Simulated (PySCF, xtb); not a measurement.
Se(Cl)(SiH3) (ClH3SeSi), SMILES [SiH3][Se]Cl.

Harmonic wavenumbers (cm⁻¹) from GFN2-xTB (xtb) at its own minimum, in rising order: 80, 105, 353, 384, 497, 513, 727, 737, 770, 2294, 2297, 2328.

Problem. What does PBE0-D3(BJ)/def2-SVP run with PySCF give at its own minimum? (The exact figures need the calculation; the answer reports its results.)

Solution. 116, 154, 390, 407, 584, 584, 889, 913, 946, 2236, 2258, 2263. Paired by order, the mean absolute difference is 82 cm⁻¹ and the zero-point energies are 15.8 and 16.8 kcal/mol.
